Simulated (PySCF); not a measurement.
C₄H₁₃AlN₂.
Structure used (PBE0-D3(BJ)/def2-SVP), in Å, numbered top down from 1:
```
atom  x, y, z in Å
N1     2.1324    1.1599    1.2367
Al2    1.8838   -0.7498    0.4260
N3     0.1787   -0.6963   -0.1961
C4    -0.2757   -0.2782   -1.5010
C5    -1.5279    0.5812   -1.2278
C6    -2.0255    0.0825    0.1460
C7    -1.0322   -1.0378    0.5114
H8     1.4269    1.3413    1.9521
H9     2.0253    1.8772    0.5182
H10    3.0501    1.2867    1.6673
H11    2.1020   -1.5909    1.7759
H12    3.0277   -0.6647   -0.6969
H13    0.5085    0.2585   -2.0593
H14   -0.5697   -1.1492   -2.1278
H15   -1.2645    1.6497   -1.1835
H16   -2.2850    0.4701   -2.0191
H17   -3.0666   -0.2744    0.1201
H18   -1.9817    0.8918    0.8922
H19   -0.8663   -1.1356    1.5967
H20   -1.4452   -2.0117    0.1660
```

Jobs on this species (20 atoms, 64 electrons) with PySCF (density fitting). Hardware of each: an Arm Neoverse N1 with one thread, no GPU, shared host. The host was shared with other jobs, so the times are rough.

Question: Rank these jobs by wall time, shortest first.
A. PBE0-D3(BJ)/def2-SVP, grid level 1; geometry optimisation from a GFN2-xTB start; 167 basis functions
B. CAM-B3LYP/def2-SVPD, IEF-PCM cyclohexane; 6 singlets by full TDDFT, polarisability; 248 basis functions
C. PBE0/pcSseg-1, IEF-PCM cyclohexane; shieldings, ring-centre shieldings; 191 basis functions

Answer: C (49 s), B (92 s), A (7.3 min).

All jobs:

```
                       level and settings                                                              work  basis functions  SCF cycles  wall time
       PBE0/pcSseg-1, IEF-PCM cyclohexane                                shieldings, ring-centre shieldings              191          13       49 s
      PBE0/pcSseg-1, IEF-PCM acetonitrile   shieldings, ring-centre shieldings, charges and field gradients              191          13       53 s
CAM-B3LYP/def2-SVPD, IEF-PCM acetonitrile                          6 singlets by full TDDFT, polarisability              248          13       91 s
 CAM-B3LYP/def2-SVPD, IEF-PCM cyclohexane                          6 singlets by full TDDFT, polarisability              248          13       92 s
                      CAM-B3LYP/def2-SVPD  6 singlets by full TDDFT, polarisability, dynamic polarisability              248          13    1.9 min
       PBE0-D3(BJ)/def2-SVP, grid level 1                       geometry optimisation from a GFN2-xTB start              167         145    7.3 min
```

Q: What do all jobs in the table cost together?

A: About 14 min; the longest takes about 52 % of that, and about 8.9 times as long as the shortest.
